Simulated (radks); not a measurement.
Species: Ni+. Configuration: [Ar] 3d9.

Calculated with a radial shooting solver on a logarithmic mesh with Libxc functionals: scalar-relativistic Kohn-Sham, r2SCAN, spin-polarised, spherical densities, finite nucleus; open shells are filled with parallel spins first; meta-GGA in the generalised Kohn-Sham scheme; Fermi nuclear charge, rms radius 3.7757 fm.

Energy parts (eV):
| part | energy |
|---|---|
| total | -41376.103 |
| kinetic | 41951.200 |
| electron-nucleus | -99221.356 |
| Hartree | 17623.623 |
| exchange-correlation | -1729.571 |

Orbitals (lengths in bohr, moments of r in powers of bohr):
orbital	occ.	eigenvalue (eV)	<r^2>	<1/r>	<r^4>
1s down	1	-8241.795	0.003938	28.09	0.00003995
1s up	1	-8241.791	0.003938	28.09	0.00003995
2s up	1	-994.4649	0.07059	6.087	0.008694
2s down	1	-993.7803	0.07053	6.090	0.008676
2p up	3	-854.2181	0.05687	5.958	0.006564
2p down	3	-853.6999	0.05681	5.960	0.006546
3s up	1	-118.5093	0.6386	1.908	0.6668
3s down	1	-117.1029	0.6402	1.905	0.6707
3p up	3	-77.5235	0.7285	1.754	0.9447
3p down	3	-76.1322	0.7318	1.750	0.9554
3d up	5	-13.4795	1.507	1.319	6.875
3d down	4	-12.2520	1.611	1.299	8.158

The highest occupied level is 3d down at -12.252 eV. The electron density at the nucleus is 1.975e+04 e/bohr^3 (large components only).
